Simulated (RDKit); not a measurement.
Input for RDKit: UFF on BH5O6Si (SMILES OB(O)O[Si](O)(O)O).

```python
from rdkit import Chem
from rdkit.Chem import AllChem, rdDetermineBonds

blocks = [
'''13

O     1.57304718   -0.49014491   -0.97846951
B     1.32015623    0.59434593   -0.14971563
O     2.21674194    1.59723662    0.08208060
O     0.11550896    0.65217280    0.46807347
Si   -1.25149165   -0.29773665    0.29807875
O    -2.07545886   -0.29396693    1.72338219
O    -0.77765014   -1.80740467   -0.14368509
O    -2.24904146    0.34739031   -0.83970529
H     2.42954080   -0.50521549   -1.41794246
H     3.06134562    1.51763202   -0.37231725
H    -1.59356416   -0.57676837    2.50849227
H     0.05766561   -1.79635241   -0.63745860
H    -2.82680006    1.05881174   -0.54081345
''',
]
mol = None
for b in blocks:
    f = Chem.MolFromXYZBlock(b)
    rdDetermineBonds.DetermineBonds(f, charge=0)
    mol = f if mol is None else Chem.CombineMols(mol, f)
Chem.SanitizeMol(mol)
print(Chem.MolToSmiles(Chem.RemoveHs(mol)))
ff = AllChem.UFFGetMoleculeForceField(mol, vdwThresh=100.0, ignoreInterfragInteractions=False)
e = ff.CalcEnergy()
print(f'UFF energy {e:.6f} kcal/mol')
```

It printed:

```
OB(O)O[Si](O)(O)O
UFF energy 93.941129 kcal/mol
```

The run finished.

Cost: very roughly 0.020 core-seconds.
